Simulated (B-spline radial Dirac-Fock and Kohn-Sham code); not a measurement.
## Two-hole binding energies of Te⁶⁺

System: Te⁶⁺, [Kr] 4d10.

Calculated with a radial finite-basis atomic code, using Dirac-Fock ΔSCF + Breit + QED. U is the two-hole binding energy less the two single-hole energies, the effective repulsion of the holes after relaxation. Each two-hole energy is an average over J within one jj subconfiguration.

```tsv
holes	E(a) (eV)	E(b) (eV)	E(ab) (eV)	U (eV)
1s⁻²	31901.2	31901.2	64653.3	851.0
1s⁻¹ 2p1/2⁻¹	31901.2	4700.8	36847.3	245.3
1s⁻¹ 3p3/2⁻¹	31901.2	908.2	32881.8	72.4
1s⁻¹ 3d3/2⁻¹	31901.2	669.6	32638.6	67.9
1s⁻¹ 3d5/2⁻¹	31901.2	659.2	32627.1	66.7
2s⁻²	5033.2	5033.2	10209.7	143.4
2s⁻¹ 2p1/2⁻¹	5033.2	4700.8	9868.6	134.6
2s⁻¹ 2p3/2⁻¹	5033.2	4429.9	9593.9	130.8
2s⁻¹ 3d3/2⁻¹	5033.2	669.6	5770.6	67.9
2p3/2⁻¹ 3d5/2⁻¹	4429.9	659.2	?	?
3p1/2⁻²	959.8	959.8	1973.5	53.9
3d3/2⁻¹ 3d5/2⁻¹	669.6	659.2	1384.0	55.2
3d5/2⁻²	659.2	659.2	1372.8	54.4
4d3/2⁻²	124.2	124.2	270.8	22.3
```

Task: Give the missing two-hole energy and U.

Result: E(ab) = 5155.5 eV and U = 66.4 eV.
